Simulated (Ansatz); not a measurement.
A nudged elastic band was laid between two geometries of GaH5NO (8 atoms, charge 0, multiplicity 2).

All numbers below come from UKS LDA/def2-SVP in Ansatz 0.2.0.

```yaml
movable_images: 7
climbing_image: yes
spring: 5.0 eV/Å²
optimiser: quadratic models (default)
start_path: through a guess of the saddle point
force_threshold: 0.05 eV/Å
iteration_limit: 60
end_points: relaxed
```

Image 0:

```xyz
8
Properties=species:S:1:pos:R:3
Ga 0.010 -0.335 0.606
H -0.644 -1.777 0.476
N 1.536 -0.013 -0.418
H 2.323 0.526 -0.030
H 1.530 0.023 -1.444
H -1.033 0.648 -0.185
O 0.448 0.250 2.249
H -0.113 -0.123 2.952
```

Image 8:

```xyz
8
Properties=species:S:1:pos:R:3
Ga -0.644 -0.543 0.457
H 1.587 0.006 0.769
N 1.322 -0.217 -0.220
H 1.858 -1.026 -0.560
H 1.483 0.592 -0.837
H -1.455 0.631 -0.290
O 0.192 -0.046 2.027
H -0.286 -0.197 2.862
```

(1) Which bonds break or form, and what moves?

(2) What energy profile does the band end with?

(3) What is the geometry of the highest image?

(4) What are the harmonic wavenumbers there?

The band took 26 iterations and about 5 core-minutes.

Results:

(1) Bonds broken: Ga1–H2. Bonds formed: H2–N3.

(2) The run converged. The highest image is number 2 of 0 to 8, 0.44 eV above the first end and 1.56 eV above the last; the last end lies 1.13 eV below the first. A vibrational analysis at the climbing image gives one clearly imaginary mode, 773i cm⁻¹: a first-order saddle point.

| image | path coordinate (Å) | energy (eV) | Ga1–H2 (Å) | H2–N3 (Å) |
| --- | --- | --- | --- | --- |
| 0 | 0.00 | 0.00 | 1.59 | 2.94 |
| 1 | 0.98 | 0.10 | 1.65 | 2.80 |
| 2 | 1.96 | 0.44 | 1.78 | 3.02 |
| 3 | 2.83 | -0.21 | 2.35 | 3.48 |
| 4 | 3.69 | -0.25 | 2.57 | 3.47 |
| 5 | 4.56 | -0.29 | 2.56 | 2.96 |
| 6 | 5.42 | -0.47 | 2.35 | 2.23 |
| 7 | 6.29 | -0.72 | 2.06 | 1.38 |
| 8 | 7.15 | -1.13 | 2.32 | 1.05 |

(3) 
```xyz
8
Properties=species:S:1:pos:R:3
Ga -0.020 -0.089 0.275
H 0.041 -1.397 1.487
N 1.560 0.262 -0.530
H 2.425 -0.130 -0.147
H 1.620 0.369 -1.547
H -1.384 0.515 -0.189
O 0.337 -0.197 2.191
H -0.522 -0.134 2.666
```

(4) 773i, 147, 285, 336, 362, 490, 498, 523, 704, 707, 743, 894, 1261, 1437, 1933, 3491, 3601, 3640 cm⁻¹.

Run time: 2.8 min on 2 threads of Arm Neoverse V2, with other jobs on the host, peak memory 0.17 GiB.
